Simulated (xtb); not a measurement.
Cl3NbO, charge -1, doublet, at a GFN2-xTB geometry (such geometries of metal compounds can be far from the true shape) (the multiplicity is a formal guess); GFN2-xTB (xtb).

Here is a job for xtb.
```
$ xtb mol.xyz --gfn 2 --chrg -1 --uhf 1 --acc 30 --json

# file mol.xyz
5

Nb     0.26374544    -0.31008028    -0.17162870
O      1.77939030    -0.64239807    -0.83029859
Cl     0.65892793     1.21837753     1.63717132
Cl    -0.76825073     1.60379965    -1.16911086
Cl    -1.36412926    -1.77203155     0.33659633
```

It wrote (shortened):

```
   ID    Z sym.   atoms
    1   41 Nb     1
    2    8 O      2
    3   17 Cl     3-5

           -------------------------------------------------
          |                Calculation Setup                |
           -------------------------------------------------

           -------------------------------------------------
          |                 G F N 2 - x T B                 |
           -------------------------------------------------

          ...................................................
          :                      SETUP                      :
          :.................................................:
          :  # basis functions                  44          :
          :  # atomic orbitals                  40          :
          :  # shells                           14          :
          :  # electrons                        33          :
          :  max. iterations                   250          :
          :  Hamiltonian                  GFN2-xTB          :
          :  restarted?                      false          :
          :  GBSA solvation                  false          :
          :  PC potential                    false          :
          :  electronic temp.          300.0000000     K    :
          :  accuracy                   30.0000000          :
          :  -> integral cutoff          0.2000000E+02      :
          :  -> integral neglect         0.3000000E-06      :
          :  -> SCF convergence          0.3000000E-04 Eh   :
          :  -> wf. convergence          0.3000000E-02 e    :
          :  Broyden damping             0.4000000          :
          :  net charge                         -1          :
          :  unpaired electrons                  1          :
          ...................................................

 iter      E             dE          RMSdq      gap      omega  full diag
   1     -1.6881359 -0.168814E+01  0.416E+01    0.45       0.0  T
   2     -9.8553350 -0.816720E+01  0.336E+01    0.00       1.0  T
   3    -14.0844951 -0.422916E+01  0.233E+01    0.07       1.0  T
   4    -19.1215634 -0.503707E+01  0.136E+01    0.71       1.0  T
   5    -19.1195976  0.196579E-02  0.136E+01    0.71       1.0  T
   6    -19.1951213 -0.755237E-01  0.990E+00    0.74       1.0  T
   7    -19.8111480 -0.616027E+00  0.602E+00    0.78       1.0  T
   8    -19.5240960  0.287052E+00  0.926E+00    0.75       1.0  T
   9    -19.9890031 -0.464907E+00  0.522E+00    0.83       1.0  T
  10    -19.5842144  0.404789E+00  0.905E+00    0.85       1.0  T
  11    -19.9561689 -0.371955E+00  0.676E+00    0.85       1.0  T
  12    -19.9641227 -0.795377E-02  0.395E+00    0.81       1.0  T
  13    -19.9961175 -0.319947E-01  0.334E+00    0.82       1.0  T
  14    -20.0259650 -0.298476E-01  0.206E+00    0.84       1.0  T
  15    -20.0449667 -0.190016E-01  0.247E-01    0.86       1.0  T
  16    -20.0452357 -0.268976E-03  0.280E-01    0.86       1.0  T
  17    -20.0451339  0.101730E-03  0.157E-01    0.86       1.0  T
  18    -20.0452544 -0.120464E-03  0.125E-01    0.86       1.0  T
  19    -20.0451756  0.787433E-04  0.138E-01    0.86       1.0  T
  20    -20.0452987 -0.123065E-03  0.307E-02    0.86       1.5  T
  21    -20.0453000 -0.126563E-05  0.239E-02    0.86       1.9  T
  22    -20.0453026 -0.264583E-05  0.966E-03    0.86       4.6  T

   *** convergence criteria satisfied after 22 iterations ***

         :::::::::::::::::::::::::::::::::::::::::::::::::::::
         ::                     SUMMARY                     ::
         :::::::::::::::::::::::::::::::::::::::::::::::::::::
         :: total energy             -20.014614288104 Eh    ::
         :: gradient norm              0.000023321295 Eh/a0 ::
         :: HOMO-LUMO gap              0.863056072295 eV    ::
         ::.................................................::
         :: SCC energy               -20.045298766165 Eh    ::
         :: -> isotropic ES            0.140629254568 Eh    ::
         :: -> anisotropic ES         -0.007046188056 Eh    ::
         :: -> anisotropic XC         -0.011105714500 Eh    ::
         :: -> dispersion             -0.006286059064 Eh    ::
         :: repulsion energy           0.030684478061 Eh    ::
         :: add. restraining           0.000000000000 Eh    ::
         :: total charge              -1.000000000000 e     ::
         :::::::::::::::::::::::::::::::::::::::::::::::::::::

           -------------------------------------------------
          |                Property Printout                |
           -------------------------------------------------

    * Orbital Energies and Occupations

         #    Occupation            Energy/Eh            Energy/eV
      -------------------------------------------------------------
         1        2.0000           -0.9639635             -26.2308
       ...           ...                  ...                  ...
         5        2.0000           -0.3749369             -10.2026
         6        2.0000           -0.3196298              -8.6976
         7        2.0000           -0.3185733              -8.6688
         8        2.0000           -0.3143110              -8.5528
         9        2.0000           -0.3106791              -8.4540
        10        2.0000           -0.3036113              -8.2617
        11        2.0000           -0.2950470              -8.0286
        12        2.0000           -0.2914248              -7.9301
        13        2.0000           -0.2888129              -7.8590
        14        2.0000           -0.2844742              -7.7409
        15        2.0000           -0.2815491              -7.6613
        16        2.0000           -0.2754885              -7.4964
        17        1.0000           -0.1863304              -5.0703 (HOMO)
        18                         -0.1546137              -4.2073 (LUMO)
        19                         -0.1112611              -3.0276
        20                         -0.1009675              -2.7475
        21                         -0.0761232              -2.0714
        22                          0.1355890               3.6896
        23                          0.1574853               4.2854
        24                          0.1575116               4.2861
        25                          0.1653173               4.4985
        26                          0.1655550               4.5050
        27                          0.1807772               4.9192
        28                          0.1814738               4.9382
       ...                                ...                  ...
        40                          1.0429080              28.3790
      -------------------------------------------------------------
                  HL-Gap            0.0317167 Eh            0.8631 eV
             Fermi-level           -0.2006907 Eh           -5.4611 eV

     #   Z          covCN         q      C6AA      α(0)
     1  41 Nb       3.025     0.318   361.574    40.197
     2   8 O        0.734    -0.430    22.341     6.334
     3  17 Cl       0.777    -0.281   107.949    15.893
     4  17 Cl       0.778    -0.297   108.476    15.932
     5  17 Cl       0.767    -0.311   108.926    15.965

 Mol. C6AA /au·bohr⁶  :       2973.414601
 Mol. C8AA /au·bohr⁸  :     190344.200013
 Mol. α(0) /au        :         94.321773

Wiberg/Mayer (AO) data.
largest (>0.10) Wiberg bond orders for each atom

 ---------------------------------------------------------------------------
     #   Z sym  total        # sym  WBO       # sym  WBO       # sym  WBO
 ---------------------------------------------------------------------------
     1  41 Nb   5.370 --     2 O    2.228     3 Cl   1.053     5 Cl   1.051
                             4 Cl   1.038
     2   8 O    2.412 --     1 Nb   2.228
     3  17 Cl   1.226 --     1 Nb   1.053
     4  17 Cl   1.210 --     1 Nb   1.038
     5  17 Cl   1.231 --     1 Nb   1.051
 ---------------------------------------------------------------------------

Topologies differ in total number of bonds
Writing topology from bond orders to xtbtopo.mol

molecular dipole:
                 x           y           z       tot (Debye)
 q only:       -0.406      -0.170       0.160
   full:       -1.244      -0.807       0.309       3.849
molecular quadrupole (traceless):
                xx          xy          yy          xz          yz          zz
 q only:       -1.152      -0.779      -1.624       1.039      -0.168       2.776
  q+dip:       -0.412       0.940      -1.534       0.354      -1.165       1.946
   full:       -0.389       1.392      -0.983       0.208      -1.164       1.371

           -------------------------------------------------
          | TOTAL ENERGY              -20.014614288104 Eh   |
          | GRADIENT NORM               0.000023321295 Eh/α |
          | HOMO-LUMO GAP               0.863056072295 eV   |
           -------------------------------------------------

normal termination of xtb
```
